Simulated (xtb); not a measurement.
C₄H₉Cl₃Sn (SMILES CCC[CH2][Sn]([Cl])([Cl])[Cl]), singlet, from a rough starting geometry (GFN-xTB shapes and energies of metal compounds can be far from the true ones); GFN2-xTB in xtb.

Here is a job for xtb.
```
$ xtb mol.xyz --gfn 2 --opt vtight --json

# file mol.xyz
17

C     -2.52353116     0.14258011     0.02911843
C     -1.03350924     0.38161284    -0.25301205
C     -0.37240070    -0.93938929     0.05853368
C      1.04787408    -1.01856118    -0.49678798
Sn     2.48061566     0.67800550     0.36386053
Cl     2.89235210     2.34714308    -1.20506848
Cl     1.76001979     1.74703544     2.34225556
Cl     4.53197363    -0.24100428     0.90218990
H     -3.05886045    -0.54776666    -0.56458043
H     -3.04052101     1.19082816    -0.11997447
H     -2.67450678    -0.09180325     1.09755541
H     -0.65602471     1.17861070     0.25651712
H     -0.97403741     0.55505555    -1.36165046
H     -0.29767596    -1.13785083     1.17981441
H     -0.88504521    -1.81221898    -0.38311338
H      1.63868915    -1.89732754    -0.24916974
H      1.10500329    -0.76776236    -1.55590350
```

It wrote (shortened):

```
   ID    Z sym.   atoms
    1    6 C      1-4
    2   50 Sn     5
    3   17 Cl     6-8
    4    1 H      9-17

           -------------------------------------------------
          |                Calculation Setup                |
           -------------------------------------------------

           -------------------------------------------------
          |                 G F N 2 - x T B                 |
           -------------------------------------------------

          ...................................................
          :                      SETUP                      :
          :.................................................:
          :  # basis functions                  65          :
          :  # atomic orbitals                  61          :
          :  # shells                           29          :
          :  # electrons                        50          :
          :  max. iterations                   250          :
          :  Hamiltonian                  GFN2-xTB          :
          :  restarted?                      false          :
          :  GBSA solvation                  false          :
          :  PC potential                    false          :
          :  electronic temp.          300.0000000     K    :
          :  accuracy                    1.0000000          :
          :  -> integral cutoff          0.2500000E+02      :
          :  -> integral neglect         0.1000000E-07      :
          :  -> SCF convergence          0.1000000E-05 Eh   :
          :  -> wf. convergence          0.1000000E-03 e    :
          :  Broyden damping             0.4000000          :
          :  net charge                          0          :
          :  unpaired electrons                  0          :
          ...................................................

 iter      E             dE          RMSdq      gap      omega  full diag
   1    -28.3572672 -0.283573E+02  0.546E+00    3.02       0.0  T
   2    -27.6936420  0.663625E+00  0.105E+01    3.35       1.0  T
   3    -28.9952054 -0.130156E+01  0.546E+00    2.54       1.0  T
   4    -29.1269139 -0.131708E+00  0.330E+00    2.42       1.0  T
   5    -29.1891236 -0.622097E-01  0.982E-01    2.46       1.0  T
   6    -29.1997782 -0.106545E-01  0.761E-01    2.37       1.0  T
   7    -29.2017456 -0.196744E-02  0.356E-01    2.38       1.0  T
   8    -29.2028678 -0.112217E-02  0.819E-02    2.40       1.0  T
   9    -29.2028892 -0.214265E-04  0.491E-02    2.39       1.0  T
  10    -29.2028848  0.439724E-05  0.335E-02    2.40       1.0  T
  11    -29.2029011 -0.163378E-04  0.128E-02    2.40       1.9  T
  12    -29.2029013 -0.108415E-06  0.995E-03    2.39       2.4  T
  13    -29.2029020 -0.706487E-06  0.350E-03    2.39       6.9  T
  14    -29.2029020 -0.262050E-07  0.215E-03    2.39      11.3  T
  15    -29.2029020 -0.165738E-07  0.106E-03    2.39      22.8  T
  16    -29.2029020 -0.752837E-08  0.711E-04    2.39      34.1  T
  17    -29.2029020 -0.146661E-08  0.226E-04    2.39     107.1  T

   *** convergence criteria satisfied after 17 iterations ***

         :::::::::::::::::::::::::::::::::::::::::::::::::::::
         ::                     SUMMARY                     ::
         :::::::::::::::::::::::::::::::::::::::::::::::::::::
         :: total energy             -29.008223474726 Eh    ::
         :: gradient norm              0.151539562656 Eh/a0 ::
         :: HOMO-LUMO gap              2.394922089254 eV    ::
         ::.................................................::
         :: SCC energy               -29.202809051626 Eh    ::
         :: -> isotropic ES           -0.001345622878 Eh    ::
         :: -> anisotropic ES          0.002499740694 Eh    ::
         :: -> anisotropic XC          0.010094705068 Eh    ::
         :: -> dispersion             -0.015272972546 Eh    ::
         :: repulsion energy           0.194585576900 Eh    ::
         :: add. restraining           0.000000000000 Eh    ::
         :: total charge              -0.000000000000 e     ::
         :::::::::::::::::::::::::::::::::::::::::::::::::::::

      -----------------------------------------------------------
     |                   =====================                   |
     |                        A N C O P T                        |
     |                   =====================                   |
     |               Approximate Normal Coordinate               |
     |                Rational Function Optimizer                |
      -----------------------------------------------------------
      -----------------------------------------------------------
     |                   =====================                   |
     |                        A N C O P T                        |
     |                   =====================                   |
     |               Approximate Normal Coordinate               |
     |                Rational Function Optimizer                |
      -----------------------------------------------------------

          ...................................................
          :                      SETUP                      :
          :.................................................:
          :   optimization level         verytight          :
          :   max. optcycles                   340          :
          :   ANC micro-cycles                  20          :
          :   degrees of freedom                45          :
          :.................................................:
          :   RF solver                   davidson          :
          :   write xtbopt.log                true          :
          :   linear?                        false          :
          :   energy convergence         0.1000000E-06 Eh   :
          :   grad. convergence          0.2000000E-03 Eh/α :
          :   maxmium RF displ.          1.0000000          :
          :   Hlow (freq-cutoff)         0.1000000E-01      :
[...]
 * total energy  :   -29.0274067 Eh     change       -0.1536506E-06 Eh
 * total energy  :   -29.0274068 Eh     change       -0.1353599E-06 Eh
 * total energy  :   -29.0274070 Eh     change       -0.1572658E-06 Eh
 * total energy  :   -29.0274072 Eh     change       -0.1717547E-06 Eh
 * total energy  :   -29.0274073 Eh     change       -0.1876362E-06 Eh
 * total energy  :   -29.0274075 Eh     change       -0.1864992E-06 Eh
 * total energy  :   -29.0274077 Eh     change       -0.1690556E-06 Eh
 * total energy  :   -29.0274079 Eh     change       -0.1534880E-06 Eh
 * total energy  :   -29.0274080 Eh     change       -0.1444905E-06 Eh
 * total energy  :   -29.0274081 Eh     change       -0.1370057E-06 Eh
 * total energy  :   -29.0274083 Eh     change       -0.1278963E-06 Eh
 * total energy  :   -29.0274083 Eh     change       -0.7514702E-07 Eh
   *** GEOMETRY OPTIMIZATION CONVERGED AFTER 68 ITERATIONS ***
         :: total energy             -29.027408340637 Eh    ::
[...]

         #    Occupation            Energy/Eh            Energy/eV
      -------------------------------------------------------------
         1        2.0000           -1.0562383             -28.7417
       ...           ...                  ...                  ...
        13        2.0000           -0.4889511             -13.3050
        14        2.0000           -0.4732319             -12.8773
        15        2.0000           -0.4682775             -12.7425
        16        2.0000           -0.4669967             -12.7076
        17        2.0000           -0.4594779             -12.5030
        18        2.0000           -0.4561443             -12.4123
        19        2.0000           -0.4510548             -12.2738
        20        2.0000           -0.4421078             -12.0304
        21        2.0000           -0.4417001             -12.0193
        22        2.0000           -0.4330359             -11.7835
        23        2.0000           -0.4329153             -11.7802
        24        2.0000           -0.4318502             -11.7512
        25        2.0000           -0.4258899             -11.5891 (HOMO)
        26                         -0.3298048              -8.9744 (LUMO)
        27                         -0.1240978              -3.3769
        28                         -0.1171796              -3.1886
        29                         -0.0955194              -2.5992
        30                         -0.0361930              -0.9849
        31                         -0.0225576              -0.6138
        32                          0.0177328               0.4825
        33                          0.0179014               0.4871
        34                          0.0184179               0.5012
        35                          0.0194805               0.5301
        36                          0.0196511               0.5347
       ...                                ...                  ...
        61                          0.7966010              21.6766
      -------------------------------------------------------------
                  HL-Gap            0.0960851 Eh            2.6146 eV
             Fermi-level           -0.3778474 Eh          -10.2818 eV

     #   Z          covCN         q      C6AA      α(0)
     1   6 C        3.753    -0.107    22.603     6.780
     2   6 C        3.801    -0.057    21.594     6.616
     3   6 C        3.822    -0.060    21.641     6.620
     4   6 C        3.672    -0.077    22.229     6.757
     5  50 Sn       3.282     0.431   334.261    34.468
     6  17 Cl       0.806    -0.199   105.319    15.699
     7  17 Cl       0.806    -0.203   105.430    15.707
     8  17 Cl       0.806    -0.199   105.313    15.699
     9   1 H        0.925     0.038     2.470     2.458
    10   1 H        0.925     0.046     2.376     2.411
    11   1 H        0.925     0.043     2.408     2.427
    12   1 H        0.924     0.049     2.338     2.391
    13   1 H        0.924     0.039     2.463     2.454
    14   1 H        0.924     0.059     2.214     2.327
    15   1 H        0.924     0.067     2.121     2.278
    16   1 H        0.926     0.065     2.138     2.287
    17   1 H        0.925     0.066     2.128     2.281

 Mol. C6AA /au·bohr⁶  :       6585.084164
 Mol. C8AA /au·bohr⁸  :     301732.052846
 Mol. α(0) /au        :        129.658968

Wiberg/Mayer (AO) data.
largest (>0.10) Wiberg bond orders for each atom

 ---------------------------------------------------------------------------
     #   Z sym  total        # sym  WBO       # sym  WBO       # sym  WBO
 ---------------------------------------------------------------------------
     1   6 C    3.995 --     2 C    1.020    11 H    0.987     9 H    0.987
                            10 H    0.986
     2   6 C    3.995 --     1 C    1.020     3 C    1.010    13 H    0.977
                            12 H    0.963
     3   6 C    3.993 --     4 C    1.055     2 C    1.010    14 H    0.965
                            15 H    0.934
     4   6 C    3.973 --     3 C    1.055    17 H    0.968    16 H    0.968
                             5 Sn   0.418     7 Cl   0.181     6 Cl   0.180
                             8 Cl   0.176
     5  50 Sn   3.040 --     8 Cl   0.861     7 Cl   0.858     6 Cl   0.853
                             4 C    0.418
     6  17 Cl   1.244 --     5 Sn   0.853     4 C    0.180
     7  17 Cl   1.256 --     5 Sn   0.858     4 C    0.181
     8  17 Cl   1.245 --     5 Sn   0.861     4 C    0.176
     9   1 H    0.997 --     1 C    0.987
    10   1 H    0.998 --     1 C    0.986
    11   1 H    0.998 --     1 C    0.987
    12   1 H    0.998 --     2 C    0.963
    13   1 H    0.999 --     2 C    0.977
    14   1 H    0.997 --     3 C    0.965
    15   1 H    0.971 --     3 C    0.934
    16   1 H    0.996 --     4 C    0.968
    17   1 H    0.996 --     4 C    0.968
 ---------------------------------------------------------------------------

Topologies differ in total number of bonds
Writing topology from bond orders to xtbtopo.mol

molecular dipole:
                 x           y           z       tot (Debye)
 q only:       -1.549      -1.279      -0.514
   full:       -1.548      -1.473      -0.597       5.639
molecular quadrupole (traceless):
                xx          xy          yy          xz          yz          zz
 q only:       -7.770      -6.701       4.203      -3.069      -0.118       3.567
  q+dip:       -9.372      -6.600       5.026      -2.610       0.503       4.346
   full:       -8.652      -5.603       5.229      -2.487       0.888       3.422

optimized geometry written to: xtbopt.xyz

           -------------------------------------------------
          | TOTAL ENERGY              -29.027408340637 Eh   |
          | GRADIENT NORM               0.000035858667 Eh/α |
          | HOMO-LUMO GAP               2.614608673931 eV   |
           -------------------------------------------------

normal termination of xtb
```
